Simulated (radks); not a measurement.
The nuclear charge of the silicon ion Si2+ is varied continuously with 12 electrons held in [Ne] 3s2. All-electron calculation, Dirac Kohn-Sham, PBE, spin-unpolarised, spherical densities, point nucleus. Program: a radial shooting solver on a logarithmic mesh with Libxc functionals. By the Hellmann-Feynman theorem dE/dZ = E(electron-nucleus)/Z, the electronic potential at the nucleus.

Z     E (hartree)  E(electron-nucleus)/Z (hartree)   HOMO  e(HOMO) (eV)  <r> HOMO (bohr)
13     -242.47319                         -44.3447  3s1/2       -14.810            2.377
13.5   -265.18247                         -46.4921  3s1/2       -21.243            2.139
14     -288.96505                         -48.6381  3s1/2       -28.535            1.951
14.5   -313.82046                         -50.7836  3s1/2       -36.663            1.798
15     -339.74867                         -52.9293  3s1/2       -45.611            1.670

The central difference of E at Z = 14 is -48.638 hartree, to compare with the third column; the second derivative is -4.29 hartree.
